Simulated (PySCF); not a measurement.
This PySCF input asks for the NMR shieldings of `CS[Si@@H](O)C#N`, C$_{2}$H$_{5}$NOSSi; the geometry comes from GFN2-xTB.

```python
import basis_set_exchange as bse
import numpy as np
from pyscf import gto, dft
from pyscf.prop import nmr

atoms = """
C     1.896940   -0.372671   -0.113587
S     0.535731   -1.009632    0.910819
Si   -1.166247   -0.224621   -0.137370
O    -2.501633   -0.526924    0.711068
C    -0.831211    1.611150   -0.300097
N    -0.543400    2.714991   -0.401475
H     1.855291   -0.827811   -1.098134
H     2.819312   -0.652268    0.384609
H     1.825691    0.707962   -0.188236
H    -1.371815   -0.796434   -1.454237
H    -2.513234   -0.621071    1.660676
"""
names = dict.fromkeys(["C", "S", "Si", "O", "N", "H"], "pcSseg-1")
basis = {el: gto.basis.parse(bse.get_basis(n, elements=[el], fmt="nwchem")) for el, n in names.items()}
mol = gto.M(atom=atoms, basis=basis, charge=0, verbose=0)
mf = dft.RKS(mol, xc="PBE0")
mf.grids.level = 2
mf.grids.alignment = dft.numint.BLKSIZE   # the property module wants whole blocks of grid points
mf.conv_tol = 1e-9
mf.kernel()

calc = nmr.RKS(mf)   # GIAO
C = mf.mo_coeff
Co = C[:, mf.mo_occ > 0]
resp = mf.gen_response(singlet=True, hermi=2)
def vind(x):   # induced exchange potential for any number of trial vectors
    d = np.einsum("pi,xij,qj->xpq", C, 2 * x.reshape(-1, C.shape[1], Co.shape[1]), Co, optimize=True)
    return np.einsum("xpq,pi,qj->xij", resp(d - d.transpose(0, 2, 1)), C, Co, optimize=True).ravel()
mo1, _ = nmr.rhf.solve_mo1(calc, with_cphf=vind)
sigma = calc.kernel(mo1)
for i, s in enumerate(sigma):   # ppm
    print("%2d %-2s %9.2f" % (i, mol.atom_pure_symbol(i), np.trace(s) / 3))
```

Q: What does it print?

A: 
```
 0 C     175.45
 1 S     680.45
 2 Si    383.13
 3 O     302.77
 4 C      62.40
 5 N     -88.64
 6 H      29.67
 7 H      29.53
 8 H      29.39
 9 H      26.49
10 H      29.47
```

These numbers come from an equivalent density-fitted implementation of the same equations, which agrees with the script to about 0.01 ppm for H and up to a few tenths of a ppm for heavy atoms, so last digits may differ.

Q: Turn these shieldings into chemical shifts. Chemical shifts δ = σref − σ; TMS for 13C (σref 186.93), 29Si (σref 349.16), 1H (σref 31.72); CS2 for 33S (σref 503.73); H2O for 17O (σref 336.08); NH3 for 15N (σref 267.73), all at this level.

A: Averaging equivalent atoms: C 4: 124.5; C 0: 11.5; S 1: -177; Si 2: -34.0; O 3: 33.3; N 5: 356.4; H 9: 5.23; H 10: 2.25; H 6/7/8: 2.19 ppm. Experimental scales use liquid or dissolved standards, which lie at an offset from isolated NH3 (liquid NH3: subtract about 20 ppm) and H2O (liquid H2O: subtract about 36 ppm). Unscaled 15N shifts of sp2 nitrogen come out 20 to 40 ppm too high even then.

Size and cost of the density-fitted run: 141 basis functions, 19 s wall time on 1 thread of an Arm Neoverse V1, shared host; peak memory 0.7 GiB.
